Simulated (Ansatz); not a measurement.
Si(SH)Cl3 (SiHSCl3). Charge 0, multiplicity 3. Geometry PBE0-D4/def2-SVP, that of the neutral singlet; atoms count from 1.

Cartesian coordinates in Å:
```
Si -0.211 0.154 -0.331
S 0.388 0.306 1.690
H 1.099 -0.844 1.653
Cl -1.381 1.784 -0.702
Cl -1.279 -1.553 -0.697
Cl 1.384 0.153 -1.615
```

At PBE0-D4/def2-TZVP a singlet of charge 0 lies 5.53 eV below the triplet at the same geometry.

Question: Estimate the Mulliken populations from the PBE0/def2-TZVP orbitals of Ansatz.

Answer: 
```csv
atom,charge (e),spin (α − β)
Si1,0.55,0.25
S2,0.00,1.30
H3,0.04,0.26
Cl4,-0.18,0.01
Cl5,-0.20,0.09
Cl6,-0.20,0.09
```
Mulliken values depend strongly on the basis.

Question: Where does the spin sit?

Answer: Summed by element: Si 0.25, S 1.30, H 0.26, Cl 0.19, of 2 unpaired in all. Largest on single atoms: S2 1.30, H3 0.26, Si1 0.25.

Question: And the Mayer bond orders between heavy atoms (over 0.3)?

Answer: Si1–S2 0.95 (2.11 Å); Si1–Cl4 1.21 (2.04 Å); Si1–Cl5 1.14 (2.05 Å); Si1–Cl6 1.14 (2.05 Å).
